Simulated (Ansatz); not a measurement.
Basis-set series for ClFH$_{5}$NSi$_{2}$ (`F[SiH](Cl)N[SiH3]`). Total charge 0; spin multiplicity 1. All single points use the PBE0-D4/def2-TZVP geometry. It is one conformer, not always the lowest.

```tsv
functional	basis	functions	energy (Eh)	HOMO (eV)	LUMO (eV)
PBE0-D4	def2-TZVPP	258	-1196.51698	-8.28	-0.03
PBE0-D4	def2-QZVPP	474	-1196.56009	-8.31	-0.19
ωB97M-V	def2-TZVPP	258	-1196.95705	-10.58	1.58
ωB97M-V	def2-QZVPP	474	-1196.99725	-10.61	1.19
```

**Question.** Give the rows for def2-SVP. (An estimate is asked.)

**Answer.** Ansatz gave: 
| functional | basis | functions | energy (Eh) | HOMO (eV) | LUMO (eV) |
| --- | --- | --- | --- | --- | --- |
| PBE0-D4 | def2-SVP | 107 | -1195.94778 | -8.18 | 0.50 |
| ωB97M-V | def2-SVP | 107 | -1196.38414 | -10.44 | 2.35 |

Positive LUMOs are unbound and depend on the basis.
